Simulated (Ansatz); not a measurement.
Cost and result for the atomization energy of BFH$_{5}$NSi, SMILES `NB(F)[SiH3]` (9 atoms, 8 bonds).

```xyz
9

N     0.5378    1.3555   -0.7781
B    -0.1994    0.1765   -0.7326
F    -0.8933   -0.1693   -1.8297
Si   -0.2620   -1.0158    0.9100
H     0.5658    1.9471   -1.5940
H     1.0843    1.6875   -0.0038
H    -1.6512   -1.1335    1.4333
H     0.2246   -2.3878    0.5969
H     0.5935   -0.4602    1.9980
```

Charge 0, multiplicity 1. Geometry: relaxed with PBE0-D4/def2-TZVP. It is one conformer, not always the lowest. Program: Ansatz. All runs use 2 threads of an Arm Neoverse V2 on a shared host. Times are those of one run each, without the atoms' runs, and a repeat can differ threefold. Electronic energies, without spin–orbit coupling; frozen cores. CCSD(T)/CBS adds CCSD(T) − MP2 in def2-TZVPP to the MP2 limit, and its time is that of the two runs behind it. T1 = 0.013. HSE06 is the plane-wave form, built on full-range PBE exchange.

CCSD(T)/CBS is a level of theory with its own doubt, some kJ/mol a heavy atom from the limit and from the frozen cores, so smaller differences don't rank the functionals.

```csv
level,functions,wall time
LDA (SPW92)/def2-TZVPP,205,1.1 s
revPBE-D4/def2-TZVPP,205,1.9 s
BLYP-D4/def2-TZVPP,205,1.9 s
PBE-D4/def2-TZVPP (with forces),205,2.4 s
CCSD(T)/def2-SVP,85,2.5 s
BHLYP-D4/def2-TZVPP,205,2.6 s
HSE06-D4/def2-TZVPP,205,2.8 s
r2SCANh-D4/def2-TZVPP,205,4.1 s
PBE-QIDH/def2-TZVPP,205,4.8 s
ωB97X-V/def2-TZVPP,205,7.5 s
MP2/def2-QZVPP,391,17 s
CCSD(T)/def2-TZVPP,205,70 s
CCSD(T)/CBS(def2),–,87 s
```

(1) What atomization energy does each give, and how far from CCSD(T)/CBS? (Estimate.)

Results:

(1) The calculation gave: 
```
                          level  atomization (kJ/mol)  difference from CCSD(T)/CBS  per bond
         LDA (SPW92)/def2-TZVPP                3635.9                        434.6      54.3
           revPBE-D4/def2-TZVPP                3172.0                        -29.3      -3.7
             BLYP-D4/def2-TZVPP                3215.7                         14.4       1.8
PBE-D4/def2-TZVPP (with forces)                3249.0                         47.7       6.0
               CCSD(T)/def2-SVP                3019.3                       -182.0     -22.7
            BHLYP-D4/def2-TZVPP                3138.5                        -62.8      -7.9
            HSE06-D4/def2-TZVPP                3197.6                         -3.7      -0.5
          r2SCANh-D4/def2-TZVPP                3191.0                        -10.3      -1.3
            PBE-QIDH/def2-TZVPP                3171.7                        -29.6      -3.7
             ωB97X-V/def2-TZVPP                3225.7                         24.4       3.0
                 MP2/def2-QZVPP                3206.9                          5.6       0.7
             CCSD(T)/def2-TZVPP                3117.1                        -84.2     -10.5
              CCSD(T)/CBS(def2)                3201.3                          0.0       0.0
```

From PBE to PBE0 (25 % exact exchange), in def2-TZVPP and without D4, the atomization energy moves by −51.3 kJ/mol: exact exchange takes away binding that semilocal exchange gives to molecules. In def2-TZVPP, CCSD(T) changes the Hartree–Fock value by +733.9 kJ/mol (the triples alone add +39.3 kJ/mol) and MP2 by +773.5 kJ/mol; breaking electron pairs costs correlation energy, which Hartree–Fock lacks. The D4 term adds +22.7 kJ/mol with B3LYP and +11.8 kJ/mol with PBE0; it sums over pairs of atoms, weighted by their polarisabilities, and B3LYP, whose exchange is more repulsive, gets the larger term.

B3LYP here is the variant with VWN-RPA as its local correlation; programs differ in this.
